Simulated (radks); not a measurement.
Q: The sulfur anion S2-, [Ar], held by a Watson sphere: a shell of charge +2.38 at radius R that stands for the Madelung well of a crystal (potential energy -2.38/R inside, -2.38/r outside, in hartree with lengths in bohr). All-electron calculation, non-relativistic Kohn-Sham, r2SCAN, spin-unpolarised, spherical densities, point nucleus; meta-GGA in the generalised Kohn-Sham scheme. Program: a radial shooting solver on a logarithmic mesh with Libxc functionals.

| R (bohr) | e(2p) (eV) | e(3s) (eV) | e(3p) (eV) | <r> 3p (bohr) | sum of <r^2> (bohr^2) | X-ray form factor at sin(theta)/lambda = 0.3 1/angstrom |
|---|---|---|---|---|---|---|
| 2.18 | -159.27 | -22.315 | -12.020 | 2.058 | 38.95 | 8.955 |
| 2.42 | -159.03 | -21.324 | -11.273 | 2.123 | 41.23 | 8.929 |
| 2.96 | -158.40 | -19.391 | -9.662 | 2.255 | 46.10 | 8.928 |
| 3.31 | -157.91 | -18.347 | -8.716 | 2.329 | 49.03 | 8.942 |

Estimate the row for R = 4.64 bohr.

A: e(2p) (eV) -156.05; e(3s) (eV) -15.507; e(3p) (eV) -5.925; <r> 3p (bohr) 2.552; sum of <r^2> (bohr^2) 59.06; X-ray form factor at sin(theta)/lambda = 0.3 1/angstrom 8.977.
